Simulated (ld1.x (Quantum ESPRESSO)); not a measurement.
**Ranking ultrasoft potentials for Al (Z = 13)**

All share these settings but for the change named:

ld1.x (Quantum ESPRESSO) 7.5 input, shortened:

```
&input
   title='Al', zed=13., rel=1, dft='PBESOL', iswitch=3,
   config='[Ne] 3s2 3p1 3d-2'
 /
 &inputp
   pseudotype=3, tm=.true., lloc=-1, rcloc=1.85,
   nlcc=.false.,
   which_augfun='PSQ', rmatch_augfun=1.90
 /
5
3S  1  0   2.00   0.00  2.00  2.30  0.0
3S  1  0   0.00   1.25  2.00  2.30  0.0
3P  2  1   1.00   0.00  2.10  2.75  0.0
3P  2  1   0.00   0.35  2.10  2.75  0.0
3D  3  2  -2.00  -0.05  2.05  2.80  0.0
 &test
   configts(1)='3s2 3p1'
 /
```

Cutoff: the first of the cutoffs (Ry, on a coarse ladder) from which the occupation-weighted sum of valence levels, in a spherical-Bessel basis at the reference potential, stays within 10 and 1 mRy of its value at 400 Ry; the density cutoff is not measured.

The base gives 6 Ry.

Of 9 variants that were run, those that failed, showed a ghost or another fault, or gave nearly equal values are left out.

A variant can come out equal or close to the base.

Problem. Rank these variants from softest to hardest (loose cutoff).
A. waves 3s (bound): rcut 2.00, rcutus 2.72 bohr; 3s channel at 1.25 Ry: rcut 2.00, rcutus 2.72 bohr
B. waves 3s (bound): rcut 1.64, rcutus 1.74 bohr; 3s channel at 1.25 Ry: rcut 1.64, rcutus 1.74 bohr
C. waves 3s (bound): rcut 1.86, rcutus 1.98 bohr; 3s channel at 1.25 Ry: rcut 1.86, rcutus 1.98 bohr

Solution. A (6 Ry), C (8 Ry), B (10 Ry).
